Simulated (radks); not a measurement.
These are the eigenvalues of the occupied orbitals of an atom or ion with whole-number occupations (eV). Calculated with a radial shooting solver on a logarithmic mesh with Libxc functionals: scalar-relativistic Kohn-Sham, PBEsol, spin-polarised, spherical densities, finite nucleus; Fermi nuclear charge, rms radius of each element as measured or else 0.836 A^(1/3) + 0.57 fm.

1s up: -6809.080
1s down: -6798.311
2s up: -1422.392
2s down: -1403.056
2p up: -1348.568

Which element is it, and in what charge state? The configuration may be excited. Open shells, if any, are filled with parallel spins first.

Answer. Z = 24, chromium, charge +18: Cr18+ in [He] 2s2 2p2. The list shows which subshells hold electrons but not how many an open one holds; the 1s level, -250.23 hartree, gives Z - s = 22.4 by -(Z - s)^2/2, which with screening and relativity narrows Z to a few neighbours, and the depths of the outer levels then fix element, charge and occupations together.
